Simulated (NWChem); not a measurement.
System: TeF$_{4}$; SMILES F[Te](F)(F)F

NWChem input:

```
start job
memory heap 200 mb stack 900 mb global 1100 mb
geometry units angstroms
  Te     0.001520    -0.001211     0.316278
  F      1.007552     1.419001    -0.530524
  F      1.414388    -1.008065    -0.541750
  F     -1.012675    -1.414948    -0.531595
  F     -1.419512     1.012119    -0.520369
end
basis spherical
  * library def2-svp
end
ecp
  Te library def2-ecp
end
dft
  xc pbe0
  iterations 150
end
driver
  maxiter 120
end
task dft optimize
dft
  grid fine
  convergence energy 1d-8 density 1d-7
end
task dft freq numerical
```

def2 effective core potentials on Te; no spin-orbit coupling. The optimisation ended at a saddle point (imaginary frequency).

The level has its own optimisation; frequencies are unscaled.

Problem. What results follow from this input? (PBE0/def2-SVP with def2 effective core potentials on Te.) Quantities: r F–Te (Å); highest harmonic frequency (cm⁻¹); lowest (cm⁻¹); zero-point energy (kcal/mol).

Solution. 
- r F–Te (Å) = 1.917
- highest harmonic frequency (cm⁻¹) = 670
- lowest (cm⁻¹) = -83
- zero-point energy (kcal/mol) = 5.4
